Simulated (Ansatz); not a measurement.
Calculated with Ansatz (gas phase, PBE0-D4/def2-TZVP geometries, no zero-point term in ΔE). CBS: MP2 limit from def2 TZ/QZ plus the TZ coupled-cluster correction, frozen cores. This one scheme is used for every species. Functionals use def2-TZVPP. B3LYP here is the variant with VWN-RPA as its local correlation; programs differ in this. def2 core potentials past Kr. For Sn outer-core shells are correlated without core-valence functions, which leaves a few kJ/mol of doubt a bond. One conformer a species, not always the lowest.

Consider the hydrogenolysis of the Sn–O bond: `C[NH][SnH2][O]C` + H₂ → `C[NH][SnH3]` + CH₃OH.

```tsv
level	ΔE (kJ/mol)	difference from CCSD(T)/CBS
PBE-D4	7.6	-6.8
PBE0-D4	0.0	-14.4
B3LYP-D4	9.6	-4.8
ωB97M-V	5.1	-9.3
PBE	0.5	-13.9
r2SCAN	8.9	-5.5
PBE0	-6.4	-20.8
B3LYP	-1.6	-16.0
MP2/def2-TZVPP	14.2	-0.2
SCS-MP2/def2-TZVPP	10.7	-3.7
CCSD/def2-TZVPP	0.7	-13.7
CCSD(T)/def2-TZVPP	6.4	-8.0
HF/def2-QZVPP	-11.6	-26.0
HF/CBS(def2)	-11.4	-25.8
MP2/CBS(def2)	22.2	7.8
CCSD/CBS(def2)	8.7	-5.7
CCSD(T)/CBS	14.4	0
```

Largest T1 diagnostic among the species: 0.013.

In def2-TZVPP, CCSD(T) changes the Hartree–Fock value by +19.8 kJ/mol (the triples alone add +5.7 kJ/mol) and MP2 by +27.6 kJ/mol. From PBE to PBE0 (25 % exact exchange), in def2-TZVPP and without D4, ΔE moves by −6.9 kJ/mol.
